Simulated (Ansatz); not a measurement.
This geometry of CH$_{5}$FGeOSi (10 atoms, charge 0, multiplicity 1) is a first-order saddle point.

The calculation used RKS PBE-D4/def2-SVP in Ansatz 0.2.0.

```xyz
10
Properties=species:S:1:pos:R:3
F -1.946 -0.622 0.552
C -0.715 -0.054 0.903
O 0.289 -1.038 0.945
Ge 0.985 -0.956 -1.147
Si -0.096 1.113 -0.534
H -0.832 0.360 1.933
H 2.551 -0.850 -1.069
H 0.071 -1.914 -0.192
H -1.118 1.801 -1.397
H 0.893 2.110 0.009
```

(1) Which two structures does it join? (They come from a converged band through this point; their orientation in space is the band's.)

(2) How far does it lie above each of them?

Results:

(1) Bonds broken: Ge4–H8. Bonds formed: O3–H8.

Image 0:

```xyz
10
Properties=species:S:1:pos:R:3
F -1.917 -0.498 0.790
C -0.655 0.065 1.064
O 0.334 -0.915 1.061
Ge 0.923 -0.971 -0.721
Si -0.171 1.146 -0.495
H -0.723 0.526 2.077
H 2.467 -1.138 -0.690
H 0.284 -2.167 -1.480
H -1.256 1.640 -1.411
H 0.797 2.260 -0.192
```

Image 10:

```xyz
10
Properties=species:S:1:pos:R:3
F -1.910 -0.576 0.315
C -0.664 -0.118 0.712
O 0.279 -1.195 0.549
Ge 0.963 -0.919 -1.623
Si 0.047 1.157 -0.599
H -0.738 0.135 1.795
H 2.419 -0.559 -1.026
H -0.087 -2.033 0.909
H -1.134 1.902 -1.166
H 0.909 2.155 0.137
```

(2) 2.03 eV above the first and 1.37 eV above the second. This is the barrier of this one path; another mechanism may lie lower. The orbitals stay closed-shell, which can raise the energy where a bond breaks towards radicals; this wasn't checked here.

The run took 5.7 min on 2 threads of Intel(R) Xeon(R) Platinum 8259CL CPU @ 2.50GHz (Skylake/Cascade Lake), on a shared host, peak memory 0.19 GiB.
